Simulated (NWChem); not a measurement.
All runs are NWChem calculations. System: CH$_{3}$BO, charge 0, spin multiplicity 1, at a geometry optimised with PBE0/def2-SVP. The structure started from a generated list of species. Level: TD-B3LYP/def2-SVPD, VWN1-RPA local correlation.

Input file:

```
start mol
memory heap 200 mb stack 900 mb global 1100 mb
geometry units angstroms nocenter noautoz
  B      1.281337     0.379967     0.000000
  H      1.744056    -0.098594     1.022606
  H      1.744056    -0.098594    -1.022606
  H      1.240324     1.599470     0.000000
  O     -1.260459    -0.373764     0.000000
  C     -0.175240    -0.052002     0.000000
  symmetry group Cs
end
basis spherical
  * library def2-svpd
end
dft
  xc b3lyp
  semidirect memsize 60000000 filesize 0
  iterations 100
end
tddft
  rpa
  nroots 6
  notriplet
  thresh 1e-4
end
task tddft energy
```

Output (cleaned and shortened):

```
             Northwest Computational Chemistry Package (NWChem) 7.3.0
             --------------------------------------------------------

                                NWChem Input Module
                                -------------------

 Scaling coordinates for geometry "geometry" by  1.889725989
 (inverse scale =  0.529177249)

 Turning off AUTOSYM since
 SYMMETRY directive was detected!

                             Geometry "geometry" -> ""
                             -------------------------

 Output coordinates in angstroms (scale by  1.889725989 to convert to a.u.)

  No.       Tag          Charge          X              Y              Z
 ---- ---------------- ---------- -------------- -------------- --------------
    1 B                    5.0000     1.28133700     0.37996700     0.00000000
    2 H                    1.0000     1.74405600    -0.09859400     1.02260600
    3 H                    1.0000     1.74405600    -0.09859400    -1.02260600
    4 H                    1.0000     1.24032400     1.59947000     0.00000000
    5 O                    8.0000    -1.26045900    -0.37376400     0.00000000
    6 C                    6.0000    -0.17524000    -0.05200200     0.00000000

 Effective nuclear repulsion energy (a.u.)      56.5207572535

            Nuclear Dipole moment (a.u.)
            ----------------------------
        X                 Y               Z
 ---------------- ---------------- ----------------
     0.0000170075    -0.0000132281     0.0000000000

      Symmetry information
      --------------------

 Group name             Cs
 Group number              2
 Group order               2
 No. of unique centers     5

      Symmetry unique atoms

     1    2    4    5    6


 Summary of "ao basis" -> "" (spherical)
 ------------------------------------------------------------------------------
       Tag                 Description            Shells   Functions and Types
 ---------------- ------------------------------  ------  ---------------------
 *                         def2-svpd                  on all atoms

                                 NWChem DFT Module
                                 -----------------

 Summary of "ao basis" -> "ao basis" (spherical)
 ------------------------------------------------------------------------------
       Tag                 Description            Shells   Functions and Types
 ---------------- ------------------------------  ------  ---------------------
 B                         def2-svpd                 8       20   4s2p2d
 H                         def2-svpd                 4        8   2s2p
 O                         def2-svpd                 9       23   4s3p2d
 C                         def2-svpd                 8       20   4s2p2d

 Summary of "ao basis" -> "ao basis" (spherical)
 ------------------------------------------------------------------------------
       Tag                 Description            Shells   Functions and Types
 ---------------- ------------------------------  ------  ---------------------
 B                         def2-svpd                 8       20   4s2p2d
 H                         def2-svpd                 4        8   2s2p
 O                         def2-svpd                 9       23   4s3p2d
 C                         def2-svpd                 8       20   4s2p2d

      Symmetry analysis of basis
      --------------------------

        a'         58
        a"         29

            General Information
            -------------------
[...]
     Transition Moments    X -0.00000   Y  0.00000   Z -0.29124
     Transition Moments   XX -0.00000  XY  0.00000  XZ -1.17765
     Transition Moments   YY  0.00000  YZ -0.03573  ZZ -0.00000
     Dipole Oscillator Strength                    0.0132470453
     Electric Quadrupole                           0.0000000950
     Magnetic Dipole                               0.0000000027
     Total Oscillator Strength                     0.0132471430

          sigma_e =   1.4864 Angstrom
          sigma_h =   1.5028 Angstrom
         |d_h->e| =   1.3246 Angstrom
            d_exc =   2.4949 Angstrom
            d_CD1 =   1.3411 Angstrom
            d_CD2 =  -0.1700 Angstrom
            d_CD3 =   3.8196 Angstrom
     Pearson C.C. =  -0.0005

     Occ.    9  a'  ---  Virt.   12  a"   0.15832 X
     Occ.   10  a'  ---  Virt.   12  a"  -0.69616 X
     Occ.   11  a"  ---  Virt.   13  a'  -0.69639 X
  ----------------------------------------------------------------------------
  Root   3 singlet a'             0.234271870 a.u.                6.3749 eV
  ----------------------------------------------------------------------------
     Transition Moments    X  0.08292   Y -0.27929   Z -0.00000
     Transition Moments   XX  0.59716  XY -0.87315  XZ -0.00000
     Transition Moments   YY -0.89753  YZ -0.00000  ZZ  0.30073
     Dipole Oscillator Strength                    0.0132559477
     Electric Quadrupole                           0.0000000951
     Magnetic Dipole                               0.0000000027
     Total Oscillator Strength                     0.0132560455

          sigma_e =   1.4864 Angstrom
          sigma_h =   1.5028 Angstrom
         |d_h->e| =   1.3247 Angstrom
            d_exc =   2.4949 Angstrom
            d_CD1 =   1.3411 Angstrom
            d_CD2 =  -0.1700 Angstrom
            d_CD3 =   3.8196 Angstrom
     Pearson C.C. =  -0.0005

     Occ.    9  a'  ---  Virt.   13  a'   0.15833 X
     Occ.   10  a'  ---  Virt.   13  a'   0.69624 X
     Occ.   11  a"  ---  Virt.   12  a"  -0.69631 X
  ----------------------------------------------------------------------------
  Root   4 singlet a'             0.295926461 a.u.                8.0526 eV
  ----------------------------------------------------------------------------
     Transition Moments    X  1.64219   Y  0.48703   Z  0.00000
     Transition Moments   XX  2.71440  XY  0.42382  XZ  0.00000
     Transition Moments   YY  1.41056  YZ  0.00000  ZZ  1.28494
     Dipole Oscillator Strength                    0.5788282956
     Electric Quadrupole                           0.0000001112
     Magnetic Dipole                               0.0000000000
     Total Oscillator Strength                     0.5788284069

          sigma_e =   1.6850 Angstrom
          sigma_h =   1.4495 Angstrom
         |d_h->e| =   1.2990 Angstrom
            d_exc =   2.5104 Angstrom
            d_CD1 =   1.5344 Angstrom
            d_CD2 =  -0.2682 Angstrom
            d_CD3 =   3.8094 Angstrom
     Pearson C.C. =   0.0667

     Occ.    9  a'  ---  Virt.   18  a'   0.09836 X
     Occ.    9  a'  ---  Virt.   21  a'   0.09306 X
     Occ.    9  a'  ---  Virt.   27  a'   0.06537 X
     Occ.   10  a'  ---  Virt.   13  a'  -0.69390 X
     Occ.   10  a'  ---  Virt.   13  a'   0.08881 Y
     Occ.   10  a'  ---  Virt.   17  a'   0.06405 X
     Occ.   11  a"  ---  Virt.   12  a"  -0.69390 X
     Occ.   11  a"  ---  Virt.   12  a"   0.08882 Y
     Occ.   11  a"  ---  Virt.   16  a"   0.06405 X
  ----------------------------------------------------------------------------
  Root   5 singlet a"             0.301632914 a.u.                8.2079 eV
  ----------------------------------------------------------------------------
     Transition Moments    X -0.00000   Y  0.00000   Z  0.43584
     Transition Moments   XX -0.00000  XY  0.00000  XZ  1.84779
     Transition Moments   YY  0.00000  YZ -0.10645  ZZ -0.00000
     Dipole Oscillator Strength                    0.0381981567
     Electric Quadrupole                           0.0000005006
     Magnetic Dipole                               0.0000006559
     Total Oscillator Strength                     0.0381993132

          sigma_e =   1.5692 Angstrom
          sigma_h =   1.4224 Angstrom
         |d_h->e| =   1.3238 Angstrom
            d_exc =   2.4795 Angstrom
            d_CD1 =   1.4706 Angstrom
            d_CD2 =  -0.1720 Angstrom
            d_CD3 =   3.8033 Angstrom
     Pearson C.C. =   0.0202

     Occ.    6  a'  ---  Virt.   12  a"   0.07622 X
     Occ.    9  a'  ---  Virt.   12  a"   0.97039 X
     Occ.   10  a'  ---  Virt.   12  a"   0.10202 X
     Occ.   10  a'  ---  Virt.   20  a"  -0.08248 X
     Occ.   11  a"  ---  Virt.   13  a'   0.10202 X
     Occ.   11  a"  ---  Virt.   18  a'   0.07617 X
     Occ.   11  a"  ---  Virt.   19  a'  -0.08249 X
  ----------------------------------------------------------------------------
  Root   6 singlet a'             0.301634562 a.u.                8.2079 eV
  ----------------------------------------------------------------------------
     Transition Moments    X  0.12342   Y -0.41801   Z  0.00000
     Transition Moments   XX  0.89778  XY -1.28877  XZ  0.00000
     Transition Moments   YY -1.52635  YZ -0.00000  ZZ  0.62697
     Dipole Oscillator Strength                    0.0381996104
     Electric Quadrupole                           0.0000005006
     Magnetic Dipole                               0.0000006560
     Total Oscillator Strength                     0.0382007670

          sigma_e =   1.5692 Angstrom
          sigma_h =   1.4224 Angstrom
         |d_h->e| =   1.3237 Angstrom
            d_exc =   2.4795 Angstrom
            d_CD1 =   1.4706 Angstrom
            d_CD2 =  -0.1721 Angstrom
            d_CD3 =   3.8032 Angstrom
     Pearson C.C. =   0.0202

     Occ.    6  a'  ---  Virt.   13  a'  -0.07622 X
     Occ.    9  a'  ---  Virt.   13  a'  -0.97039 X
     Occ.   10  a'  ---  Virt.   13  a'   0.10222 X
     Occ.   10  a'  ---  Virt.   18  a'  -0.07620 X
     Occ.   10  a'  ---  Virt.   19  a'  -0.08246 X
     Occ.   11  a"  ---  Virt.   12  a"  -0.10183 X
     Occ.   11  a"  ---  Virt.   20  a"   0.08249 X

              Target root =      1
          Target symmetry = none
      Ground state energy =   -139.873647719291
        Excitation energy =      0.224604847496
     Excited state energy =   -139.649042871796

  stored tddft:energy   -139.64904287179561

 Task  times  cpu:       87.9s     wall:       87.9s

 Total times  cpu:       87.9s     wall:       87.9s
```
